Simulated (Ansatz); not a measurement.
The molecule BeSi-, multiplicity 4 (lowest of 2S+1 = 2, 4 at CCSD(T)/def2-TZVPP on PBE0 minima; our sources give no spin for the ground state, which may be another).

Constants: fifth-degree fit in 1/R to seven points, most abundant isotopes. Runs in def2 and cc sets follow the lowest solution found near the PBE0 minimum.

Correlated levels freeze the inner cores; with def2 sets outer-core shells near the valence are correlated too. CBS(a, b) extrapolates the correlation energy as X⁻³ and adds the Hartree–Fock energy of set b.

The values were computed with Ansatz (Gaussian orbitals). Each number belongs to the level named beside it.

**Question.** What bond length and harmonic frequency does CAM-B3LYP/def2-TZVPP give?

**Answer.** r_e = 2.144 Å, ω_e = 553 cm⁻¹.

**Question.** What bond length and harmonic frequency does B2PLYP/def2-TZVPP give?

**Answer.** r_e = 2.170 Å, ω_e = 538 cm⁻¹.

**Question.** What bond length and harmonic frequency does CCSD(T)/CBS(aug-cc-pV(T+d)Z, aug-cc-pV(Q+d)Z) give?

**Answer.** r_e = 2.169 Å, ω_e = 532 cm⁻¹.

Ansatz is a program for electronic structure.
